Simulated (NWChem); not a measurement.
System: CaF$_{2}$; SMILES [F][Ca][F]

```xyz
3

Ca     0.0000     0.0000     0.3585
F      1.8204     0.0000    -0.3983
F     -1.8204     0.0000    -0.3983
```
Atoms are numbered in this order, from 1.

Program: NWChem. Pople sets run with spherical d functions. Coordinates come from a PBE-D3(BJ)/def2-SVP optimisation. Ions are spin-unrestricted doublets at the neutral geometry; other ion states weren't tried.

| level | basis functions | vertical ionisation energy, ΔSCF (eV) | −ε(HOMO) (eV) | ΔSCF minus −ε(HOMO) (eV) |
|---|---|---|---|---|
| CAM-B3LYP/STO-3G | 23 | 5.87 | 4.60 | 1.27 |
| CAM-B3LYP/6-31G* | 50 | [?] | [?] | [?] |
| CAM-B3LYP/6-31+G* | 62 | 11.82 | 10.38 | 1.44 |
| CAM-B3LYP/6-311G** | 75 | 11.48 | 9.81 | 1.67 |
| CAM-B3LYP/6-311++G** | 87 | 12.03 | 10.60 | 1.43 |
| CAM-B3LYP/def2-TZVPD | 116 | 11.97 | 10.58 | 1.39 |

**Question.** Fill in the missing entries.

**Answer.** 
- CAM-B3LYP/6-31G*, vertical ionisation energy, ΔSCF (eV): 10.92
- CAM-B3LYP/6-31G*, −ε(HOMO) (eV): 9.22
- CAM-B3LYP/6-31G*, ΔSCF minus −ε(HOMO) (eV): 1.70
